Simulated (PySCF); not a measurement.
Delta-SCF ions had no search for a lower state. Excitations are Tamm–Dancoff values on a coarser integration grid. The basis has no diffuse functions, so Rydberg states are missing or too high.

Br3Ga, SMILES `[Br][Ga]([Br])[Br]` (charge 0, multiplicity 1)

Computed with CAM-B3LYP-D3(BJ)/def2-TZVP (PySCF).

```yaml
HOMO: -10.02 eV
dipole_moment: 0.00 D
HOMO–LUMO gap: 8.75 eV
LUMO: -1.27 eV
S1 excitation (TDA): 5.43 eV
S1 oscillator strength: 0.000
T1 excitation (TDA): 5.04 eV
S1–T1 gap (TDA): 0.39 eV
vertical ionisation energy (Delta-SCF): 10.94 eV
total_energy: -9647.9970 Ha
cost: about 3 core-minutes (a rough figure)
```

```xyz
4

Br    -1.3195    -1.8332     0.0329
Ga     0.0000    -0.0001    -0.0001
Br     2.2473    -0.2250     0.0351
Br    -0.9277     2.0584    -0.0679
```
Charge 0, spin multiplicity 1.
